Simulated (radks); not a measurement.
The numbers below are computed, except where a source is named.
Problem. Code: a radial shooting solver on a logarithmic mesh with Libxc functionals. Model: scalar-relativistic Kohn-Sham, LB94 model potential, spin-unpolarised, spherical densities, finite nucleus; Fermi nuclear charge, rms radius of each element as measured or else 0.836 A^(1/3) + 0.57 fm. Response by self-consistent Sternheimer equations with the Hartree and adiabatic LDA kernel, the relativistic mass of each level held fixed and spin-orbit coupling left out. Rank Cr6+, Fe8+, Ar, Ti4+, Ca2+, V5+, Sc3+, K+, Mn7+ (NIST ground configurations) by static dipole polarisability, largest first.

Solution. Ar 11.45, K+ 5.741, Ca2+ 3.392, Sc3+ 2.204, Ti4+ 1.525, V5+ 1.105, Cr6+ 0.8285, Mn7+ 0.6384, Fe8+ 0.5029 bohr^3.
